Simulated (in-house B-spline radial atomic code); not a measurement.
Configurations of Lu³⁺, with energies counted from [Xe] 4f14. Level of theory: Dirac-Hartree-Fock, average of configuration, Fermi nucleus of rms radius 5.37 fm; calculated with a B-spline radial code for spherical atoms. Energies include first-order Breit, QED and recoil terms.

Occupations are held fixed; configurations that lie above the ionisation limit could autoionise.

```tsv
configuration	E - E(ref) (eV)	highest orbital	its <r> (bohr)
[Xe] 4f13 7p1	28.93	7p3/2	6.231
[Kr] 4d10 4f14 5s2 5p5 5d1	33.13	5d5/2	2.033
[Xe] 4f13 6g1	35.853	6g7/2	10.97
[Xe] 4f13 9p1	36.098	9p3/2	13.98
[Xe] 4f13 7g1	37.459	7g7/2	15.84
[Kr] 4d10 4f14 5s2 5p5 7d1	54.685	7d5/2	8.064
[Kr] 4d10 4f14 5s2 5p5 9f1	60.679	9f7/2	22.39
[Kr] 4d9 4f14 5s2 5p6 8s1	229.01	8s1/2	8.568
[Kr] 4d9 4f14 5s2 5p6 5g1	229.89	5g7/2	6.858
[Kr] 4d9 4f14 5s2 5p6 9f1	235.18	9f7/2	22.31
```

Task: Order these further configurations by energy, lowest first.
A. [Xe] 4f13 6d1
B. [Xe] 4f13 9g1
C. [Kr] 4d9 4f14 5s2 5p6 8f1
D. [Kr] 4d10 4f14 5s2 5p5 8g1
E. [Kr] 4d10 4f14 5s2 5p5 8s1

Result: A (26.505 eV), B (39.217 eV), E (54.554 eV), D (60.689 eV), C (234.13 eV).

Task: How far above the reference does [Kr] 4d10 4f14 5s2 5p5 9g1 lie?

Result: 61.404 eV; its least bound orbital is 9g7/2 with <r> = 27.82 bohr.

Task: How far above the reference does [Kr] 4d9 4f14 5s2 5p6 9p1 lie?

Result: 232.79 eV; its least bound orbital is 9p3/2 with <r> = 13.97 bohr.

Task: How far above the reference does [Kr] 4d9 4f14 5s2 5p6 7p1 lie?

Result: 225.62 eV; its least bound orbital is 7p3/2 with <r> = 6.225 bohr.
